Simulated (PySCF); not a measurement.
Compound: 2-(methylsulfonyl)pyridine, C6H7NO2S.
Structure used (GFN2-xTB), in Å, numbered top down from 1:
```xyz
17
C6H7NO2S angstrom
C     -2.5337   -1.0428   -0.2279
S     -1.7883    0.4461    0.4790
O     -2.2512    1.6059   -0.2356
O     -1.9653    0.4398    1.9066
C     -0.0179    0.2622    0.1444
C      0.8405    1.2951    0.4726
C      2.1910    1.1139    0.2138
C      2.6048   -0.0812   -0.3577
C      1.6499   -1.0453   -0.6439
N      0.3592   -0.8778   -0.3963
H     -2.3817   -1.0127   -1.2980
H     -2.0421   -1.8964    0.2177
H     -3.5880   -1.0248    0.0191
H      0.4457    2.1973    0.9092
H      2.9055    1.8875    0.4521
H      3.6460   -0.2614   -0.5751
H      1.9186   -1.9933   -1.0899
```

Computed, not measured: PBE0/pcSseg-1 in PySCF (dipole) on a GFN2-xTB geometry, gas phase.

Masses are those of the commonest isotopes; rigid-rotor values at the optimised geometry. The values belong to one conformer with, in the numbering `[CH3:1][S:2](=[O:3])(=[O:4])[c:5]1[cH:6][cH:7][cH:8][cH:9][n:10]1`, C1–S2–C5–C6 175°.

Give the principal moments of inertia and the rotational constants in MHz.

Ia = 195.50, Ib = 592.82, Ic = 688.52 u·Å²; 505379 MHz·u·Å²/I gives A = 2585, B = 852.5, C = 734.0 MHz.

Classify the top.

An asymmetric top; Ray's κ = -0.872.

Is it planar, by Δ = Ic − Ia − Ib?

Not planar: Δ = Ic − Ia − Ib = -99.81 u·Å². For a rigid frame Δ = −2 Σ m c², so Σ m c² = 49.90 u·Å² lies off the ab plane: 1.67 from hydrogen and 48.23 from heavier atoms. The atom farthest from that plane is 1.28 Å away.

Where do the levels up to J = 3 lie, in MHz?

Above 0(0,0):
J = 1: 1(0,1) 1587, 1(1,1) 3319, 1(1,0) 3438
J = 2: 2(0,2) 4754, 2(1,2) 6374, 2(1,1) 6729, 2(2,1) 11927, 2(2,0) 11933
J = 3: 3(0,3) 9490, 3(1,3) 10952, 3(1,2) 11663, 3(2,2) 16686, 3(2,1) 16716, 3(3,1) 25649, 3(3,0) 25649
Those of J = 1 are B + C, A + C and A + B.

Predict some low-J microwave lines.

The dipole components are |μa| = 4.45 D, |μb| = 2.06 D, |μc| = 0.33 D. Intensities carry the squares of the components, which stand as 1.00 : 0.21 : 0.01 (a : b : c). Some lines, for components of 0.1 D or more:

```
type  branch         J(Ka,Kc)    MHz  lower level (cm⁻¹)
   a       R  2(0,2) ← 1(0,1)   3167               0.053
   a       R  3(1,2) ← 2(1,1)   4933               0.224
   a       R  4(3,2) ← 3(3,1)   6357               0.856
   c       R  3(1,2) ← 2(0,2)   6909               0.159
   b       R  4(1,4) ← 3(0,3)   7560               0.317
   c       R  2(2,1) ← 1(1,1)   8608               0.111
   b       R  3(2,2) ← 2(1,1)   9957               0.224
   b       R  3(2,1) ← 2(1,2)  10342               0.213
   b       R  4(2,2) ← 3(1,3)  12163               0.365
   c       Q  4(4,1) ← 4(3,1)  12531               1.068
   b       Q  4(4,1) ← 4(3,2)  12533               1.068
   b       R  4(4,1) ← 3(3,0)  18890               0.856
   c       R  4(4,0) ← 3(3,0)  18890               0.856
```

Whether it is a minimum is left open (no frequencies). These are rigid-rotor constants of the computed structure; measured ground-state constants (B0) also hold zero-point vibration. A rigid rotor knows nothing of internal rotation, which can split or shift real lines. Quadrupole hyperfine structure (14N) is left out.
